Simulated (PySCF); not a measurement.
Input of a response calculation (the driver script's job line, then coordinates in Å):

```
{"job": {"kind": "uv", "xc": "CAM-B3LYP", "basis": "def2-SVPD", "nstates": 8, "ntriplets": 3}, "charge": 0, "multiplicity": 1}
C      2.403309    -0.313736     0.194818
As     1.028390     0.920733     0.887905
C     -0.551794     0.069699    -0.006899
C     -0.960928    -1.188471     0.748191
C     -1.710544     1.056825    -0.077787
H      3.389328     0.143009     0.271256
H      2.214923    -0.573796    -0.845770
H      2.412479    -1.227057     0.789246
H      1.223180     1.926360    -0.222830
H     -0.262586    -0.209514    -1.027356
H     -1.813224    -1.673391     0.271489
H     -0.139023    -1.904862     0.781930
H     -1.239628    -0.937353     1.772545
H     -2.571385     0.610754    -0.576198
H     -1.416685     1.950426    -0.629819
H     -2.013412     1.359318     0.925350
```

Output (SCF cycles cut):

```
converged SCF energy = -2394.5537408598

Static polarisability (au): isotropic 82.584, principal 71.447 81.027 95.277

Singlet excitations
state   eV       nm        f      main configurations
  1   6.2461    198.5   0.04364   H->L 0.86
  2   6.3909    194.0   0.11836   H->L+1 0.84
  3   7.0526    175.8   0.14603   H->L+2 0.60, H->L+3 0.18, H->L+5 0.12
  4   7.5338    164.6   0.06650   H->L+3 0.39, H->L+4 0.33
  5   7.6605    161.8   0.01587   H-1->L 0.70
  6   7.7951    159.1   0.04472   H->L+4 0.47, H->L+3 0.22, H->L+2 0.11
  7   7.9783    155.4   0.02379   H-1->L+1 0.70
  8   8.2317    150.6   0.01624   H->L+6 0.48, H->L+5 0.12

Triplet excitations (Tamm-Dancoff, eV): 5.2696 5.3987 6.5786
```

Method: TDDFT CAM-B3LYP/def2-SVPD, vertical, gas phase, core orbitals frozen in the response (PySCF). Isolated species at its GFN2-xTB geometry (one conformer only). The CAM-B3LYP/def2-SVPD calculation is non-relativistic and has no spin–orbit coupling, an omission that weighs most on arsenic.

(1) What is the gap between the lowest singlet and the lowest triplet?

(2) Give the mean polarisability in Å³.

(3) What share of the summed oscillator strength falls to the strongest level in this window?

(4) Which orbital energies lie behind H and L?

(5) How much of the mean polarisability do the listed states account for?

(6) Write the structure that the coordinates describe.

## Answers

(1) 6.2461 − 5.2696 = 0.9765 eV (full response against Tamm–Dancoff).

(2) 82.58 au × 0.148185 = 12.24 Å³.

(3) State 3 at 176 nm: 0.1460 of 0.4752, or 31%.

(4) HOMO -8.08 eV and LUMO 1.16 eV, a gap of 9.23 eV; state 1 differs from that by -2.99 eV.

(5) The sum over states Σ f/ΔE² (ΔE in hartree) gives 7.21 au, 9% of the total; the rest comes from higher roots of the same response equations.

(6) `CC([AsH]C)C` (C4H11As), point group C1.

H and L stand for HOMO and LUMO.

On an Arm Neoverse V1 with one thread, no GPU, shared host with 32 logical CPUs at a one-minute load of 8.5, this took 39 s wall and 0.94 GiB of memory at its peak.

Conformer computed: `[CH3:1][AsH:2][CH:3]([CH3:4])[CH3:5]`: C1–As2–C3–C4 78°.
